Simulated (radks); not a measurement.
Results of a calculation; reference values are marked as such.
Problem. Te III, configuration [Kr] 4d9.5 5s2 5p2 6s0.5 (fractional occupations, a model configuration). Code: a radial shooting solver on a logarithmic mesh with Libxc functionals. Model: Dirac Kohn-Sham, PBEsol, spin-unpolarised, spherical densities, point nucleus; open shells fill j = l - 1/2 first. Some entries of the table are withheld. Estimate them.

orbital,occ.,eigenvalue (hartree),<r^2> (bohr^2),<r> (bohr)
1s1/2,2,-1161.912,0.001049,0.02782
2s1/2,2,-178.9562,0.01689,0.1195
2p1/2,2,-167.7500,0.01251,(1)
2p3/2,4,-157.6705,0.01380,(2)
3s1/2,2,-36.37486,0.1186,0.3220
3p1/2,2,-31.76753,0.1134,0.3123
3p3/2,4,-29.88859,0.1216,0.3238
3d3/2,4,-21.75645,0.1030,0.2947
3d5/2,6,-21.36331,0.1054,0.2983
4s1/2,2,-6.95943,(3),0.7627
4p1/2,2,-5.37117,0.7270,0.7985
4p3/2,4,-5.00990,0.7792,0.8267
4d3/2,4,-2.46734,1.059,0.9509
4d5/2,5.5,-2.41181,1.084,0.9623
5s1/2,2,-1.30874,(4),1.927
5p1/2,2,-0.93607,5.506,2.208
5p3/2,0,-0.89217,5.893,2.285
5d3/2,0,-0.42989,12.84,3.353
5d5/2,0,-0.42590,13.07,3.384
6s1/2,0.5,(5),22.00,4.445
6p1/2,0,-0.32792,29.85,5.175
6p3/2,0,-0.31891,31.31,5.301

Solution. 
(1) 2p1/2 <r> (bohr): 0.1008
(2) 2p3/2 <r> (bohr): 0.1064
(3) 4s1/2 <r^2> (bohr^2): 0.6576
(4) 5s1/2 <r^2> (bohr^2): 4.168
(5) 6s1/2 eigenvalue (hartree): -0.42240
